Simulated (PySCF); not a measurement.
**Working out the excitation energy of Ba**

Ba [Xe] 6s2 (1S) → Ba [Xe] 5d1 6s1 (3D). Computed with PySCF 2.14 in def2-TZVPPD with the def2 core potential (46 electrons) (6s4p3d1f, 40 functions), with a scalar-relativistic core potential. Frozen: nothing. Energies in hartree (1 hartree = 27.21139 eV):

```csv
part,Ba (lower),Ba (upper)
UHF,-25.094895,-25.063370
CCSD correlation,-0.173175,-0.155591
(T),-0.005368,-0.003831
```

What does Hartree-Fock give?

(-25.063370) − (-25.094895) = 0.031525 hartree = 0.858 eV.

What do CCSD and CCSD(T) give?

The CCSD correlation energies differ by 0.017584 hartree = 0.478 eV and the triples by 0.001537 hartree = 0.042 eV, so CCSD gives 1.336 eV and CCSD(T) 1.378 eV.

Measured between the centres of the two terms (NIST): 1.160 eV, so CCSD(T) (valence and next inner shell) is off by 0.218 eV.

What remains against the reference includes basis incompleteness and higher excitations.
